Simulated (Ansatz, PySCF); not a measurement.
Species: H₃BPO₂ (charge 0, doublet). SMILES: [PH]B(O)O
Structure (B3LYP-D3(BJ)/def2-TZVP (Ansatz, a first-principles code) minimum search):
```
B
O 1 1.3618
H 2 0.9599 1 113.99
O 1 1.3634 2 115.61 3 180.00
H 4 0.9606 1 114.69 2 180.00
P 1 1.9614 2 124.83 3 0.00
H 6 1.4239 1 96.03 2 0.00
```
Charge 0, spin multiplicity 2.

Unscaled harmonic wavenumbers (cm⁻¹) in rising order, each level at the stationary point that it reaches from this structure (no distance between atoms moves by over 0.3 Å); the order of modes can differ between levels, and a negative number is imaginary. B3LYP-D3(BJ)/def2-TZVP (PySCF, at the structure above): 74, 264, 374, 472, 485, 566, 599, 781, 989, 1002, 1251, 1422, 2352, 3860, 3872.

HF/3-21G (Ansatz): 137, 268, 371, 477, 534, 550, 588, 808, 993, 1049, 1260, 1599, 2341, 3955, 3965. Zero-point energy 27.0 against 26.3 kcal/mol; where all levels lie over 400 cm⁻¹, the wavenumbers are on average 1.027 times those of B3LYP-D3(BJ)/def2-TZVP.

HF/6-31G* (Ansatz): 102, 288, 397, 500, 535, 587, 635, 853, 1072, 1093, 1368, 1529, 2557, 4151, 4165. Zero-point energy 28.4 against 26.3 kcal/mol; where all levels lie over 400 cm⁻¹, the wavenumbers are on average 1.078 times those of B3LYP-D3(BJ)/def2-TZVP.

B3LYP/6-31G* (Ansatz): 74, 266, 372, 463, 481, 576, 594, 782, 1012, 1020, 1270, 1450, 2358, 3813, 3828. Zero-point energy 26.2 against 26.3 kcal/mol; where all levels lie over 400 cm⁻¹, the wavenumbers are on average 1.003 times those of B3LYP-D3(BJ)/def2-TZVP.
